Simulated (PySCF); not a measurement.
PySCF input file for O3Se, SMILES O=[Se+2]([O-])[O-], ADC(2)/aug-cc-pVDZ. The structure is a stationary point at B3LYP-D3(BJ)/def2-SVP.

```python
import numpy as np
from pyscf import gto, scf, dft, adc

mol = gto.M(
    atom='''
    Se    0.00000000   -0.00000000    0.00000000
    O     1.60658113   -0.00000000    0.00000000
    O    -0.80329056    1.39134008    0.00000000
    O    -0.80329057   -1.39134008    0.00000000
    ''',
    basis='aug-cc-pVDZ',
    charge=0,
    spin=0,
    max_memory=1600,
    verbose=4,
)
mf = scf.RHF(mol)
mf.conv_tol = 1e-10
mf.max_cycle = 100
mf.kernel()
res = {}
for kind, nroots in (('ee', 6), ('ip', 6), ('ea', 2)):
    a = adc.ADC(mf).density_fit('aug-cc-pvdz-ri')
    a.method, a.method_type = 'adc(2)', kind
    e, v, p, x = a.kernel(nroots=nroots)
    res[kind] = (e * 27.211386245988, p)
for kind, (e, p) in res.items():
    print(kind, 'energies / eV', np.round(e, 3), 'strengths', np.round(p, 4))
```

Program output:

```
PySCF version 2.14.0

[INPUT] verbose = 4
[INPUT] num. atoms = 4
[INPUT] num. electrons = 58
[INPUT] charge = 0
[INPUT] spin (= nelec alpha-beta = 2S) = 0
[INPUT] symmetry False subgroup None
[INPUT] Mole.unit = angstrom
[INPUT] Symbol           X                Y                Z      unit          X                Y                Z       unit  Magmom
[INPUT]  1 Se     0.000000000000   0.000000000000   0.000000000000 AA    0.000000000000   0.000000000000   0.000000000000 Bohr   0.0
[INPUT]  2 O      1.606581130000   0.000000000000   0.000000000000 AA    3.035998332594   0.000000000000   0.000000000000 Bohr   0.0
[INPUT]  3 O     -0.803290560000   1.391340080000   0.000000000000 AA   -1.517999156848   2.629251697330   0.000000000000 Bohr   0.0
[INPUT]  4 O     -0.803290570000  -1.391340080000   0.000000000000 AA   -1.517999175746  -2.629251697330   0.000000000000 Bohr   0.0

nuclear repulsion = 305.287140315412
number of shells = 33
number of NR pGTOs = 191
number of NR cGTOs = 105
basis = aug-cc-pVDZ
ecp = {}


[settings echo left out]
init E= -2624.04872843332
  HOMO = -0.442844174434996  LUMO = -0.100783750526695  gap/eV = 9.30794
cycle= 1 E= -2624.02997488116  delta_E= 0.0188  |g|= 0.942  |ddm|= 2.25
  HOMO = -0.506664670150307  LUMO = -0.0859911176966404  gap/eV = 11.44711
cycle= 2 E= -2624.1162790533  delta_E= -0.0863  |g|= 0.743  |ddm|= 1.25
  HOMO = -0.555128642636429  LUMO = -0.0388784258697892  gap/eV = 14.04788
cycle= 3 E= -2624.22259035723  delta_E= -0.106  |g|= 0.0627  |ddm|= 0.546
  HOMO = -0.540342718577835  LUMO = -0.0182640198749144  gap/eV = 14.20649
cycle= 4 E= -2624.22370848615  delta_E= -0.00112  |g|= 0.0182  |ddm|= 0.0703
  HOMO = -0.543554481190008  LUMO = -0.0185757222443721  gap/eV = 14.28540
cycle= 5 E= -2624.22389346045  delta_E= -0.000185  |g|= 0.00467  |ddm|= 0.0354
  HOMO = -0.543200749025185  LUMO = -0.0185296997631457  gap/eV = 14.27703
cycle= 6 E= -2624.22390879549  delta_E= -1.53e-05  |g|= 0.00113  |ddm|= 0.00995
  HOMO = -0.543227289478345  LUMO = -0.0185162068869467  gap/eV = 14.27812
cycle= 7 E= -2624.22390964208  delta_E= -8.47e-07  |g|= 0.000285  |ddm|= 0.00235
  HOMO = -0.543209180235337  LUMO = -0.0184827368728011  gap/eV = 14.27853
cycle= 8 E= -2624.22390968547  delta_E= -4.34e-08  |g|= 3.39e-05  |ddm|= 0.000594
  HOMO = -0.543208822146929  LUMO = -0.0184895111813033  gap/eV = 14.27834
cycle= 9 E= -2624.22390968623  delta_E= -7.59e-10  |g|= 8.73e-06  |ddm|= 8.18e-05
  HOMO = -0.543210582643176  LUMO = -0.018490193661179  gap/eV = 14.27837
cycle= 10 E= -2624.22390968626  delta_E= -3.73e-11  |g|= 2.75e-06  |ddm|= 1.92e-05
  HOMO = -0.543210745443958  LUMO = -0.0184901123783625  gap/eV = 14.27838
Extra cycle  E= -2624.22390968628  delta_E= -1.82e-11  |g|= 1.34e-06  |ddm|= 3.74e-06
converged SCF energy = -2624.22390968628

******** <class 'pyscf.adc.radc.RADC'> ********
******** ADC Orbital Information ********
Number of Frozen Occupied Orbitals: 0
Number of Frozen Virtual Orbitals: 0
Number of Active Occupied Orbitals: 29
Number of Active Virtual Orbitals: 76
*****************************************
******** <class 'pyscf.df.df.DF'> ********
auxbasis = aug-cc-pvdz-ri
Reference correlation energy (doubles): -0.82031009
MP2 correlation energy of reference state (a.u.) = -0.82031009

******** <class 'pyscf.adc.radc_ee.RADCEE'> ********
max_space = 12
max_cycle = 50
conv_tol = 1e-08

*************************************************************
        ADC calculation summary (singlet states only)
*************************************************************
adc(2) root 0  |  Energy (Eh) =   0.1450539614  |  Energy (eV) =   3.94711934  |  Osc. strength = 0.00000000  |  conv = True
adc(2) root 1  |  Energy (Eh) =   0.1482215271  |  Energy (eV) =   4.03331319  |  Osc. strength = 0.00000000  |  conv = True
adc(2) root 2  |  Energy (Eh) =   0.1800116370  |  Energy (eV) =   4.89836614  |  Osc. strength = 0.00000000  |  conv = True
adc(2) root 3  |  Energy (Eh) =   0.1800116392  |  Energy (eV) =   4.89836620  |  Osc. strength = 0.00000000  |  conv = True
adc(2) root 4  |  Energy (Eh) =   0.1921104628  |  Energy (eV) =   5.22759196  |  Osc. strength = 0.00000000  |  conv = True
adc(2) root 5  |  Energy (Eh) =   0.1921104640  |  Energy (eV) =   5.22759199  |  Osc. strength = 0.00000000  |  conv = True

******** <class 'pyscf.adc.radc.RADC'> ********
******** ADC Orbital Information ********
Number of Frozen Occupied Orbitals: 0
Number of Frozen Virtual Orbitals: 0
Number of Active Occupied Orbitals: 29
Number of Active Virtual Orbitals: 76
*****************************************
******** <class 'pyscf.df.df.DF'> ********
auxbasis = aug-cc-pvdz-ri
Reference correlation energy (doubles): -0.82031009
MP2 correlation energy of reference state (a.u.) = -0.82031009

******** <class 'pyscf.adc.radc_ip.RADCIP'> ********
max_space = 12
max_cycle = 50
conv_tol = 1e-08

*************************************************************
        ADC calculation summary (doublet states only)
*************************************************************
adc(2) root 0  |  Energy (Eh) =   0.3927524167  |  Energy (eV) =  10.68733762  |  Spec. factor = 1.62640344  |  conv = True
adc(2) root 1  |  Energy (Eh) =   0.4386006414  |  Energy (eV) =  11.93493136  |  Spec. factor = 1.63778886  |  conv = True
adc(2) root 2  |  Energy (Eh) =   0.4386006419  |  Energy (eV) =  11.93493138  |  Spec. factor = 1.63778887  |  conv = True
adc(2) root 3  |  Energy (Eh) =   0.4408529548  |  Energy (eV) =  11.99621993  |  Spec. factor = 1.64660194  |  conv = True
adc(2) root 4  |  Energy (Eh) =   0.4408529568  |  Energy (eV) =  11.99621999  |  Spec. factor = 1.64660193  |  conv = True
adc(2) root 5  |  Energy (Eh) =   0.5678128018  |  Energy (eV) =  15.45097334  |  Spec. factor = 1.63596936  |  conv = True

******** <class 'pyscf.adc.radc.RADC'> ********
******** ADC Orbital Information ********
Number of Frozen Occupied Orbitals: 0
Number of Frozen Virtual Orbitals: 0
Number of Active Occupied Orbitals: 29
Number of Active Virtual Orbitals: 76
*****************************************
******** <class 'pyscf.df.df.DF'> ********
auxbasis = aug-cc-pvdz-ri
Reference correlation energy (doubles): -0.82031009
MP2 correlation energy of reference state (a.u.) = -0.82031009

******** <class 'pyscf.adc.radc_ea.RADCEA'> ********
max_space = 12
max_cycle = 50
conv_tol = 1e-08

*************************************************************
        ADC calculation summary (doublet states only)
*************************************************************
adc(2) root 0  |  Energy (Eh) =  -0.0608252939  |  Energy (eV) =  -1.65514055  |  Spec. factor = 1.81720467  |  conv = True
adc(2) root 1  |  Energy (Eh) =  -0.0387096371  |  Energy (eV) =  -1.05334288  |  Spec. factor = 1.80106583  |  conv = True
ee energies / eV [3.947 4.033 4.898 4.898 5.228 5.228] strengths [0. 0. 0. 0. 0. 0.]
ip energies / eV [10.687 11.935 11.935 11.996 11.996 15.451] strengths [1.6264 1.6378 1.6378 1.6466 1.6466 1.636 ]
ea energies / eV [-1.655 -1.053] strengths [1.8172 1.8011]
```

Self-consistency was reached.

Cost: roughly 6 core-minutes.
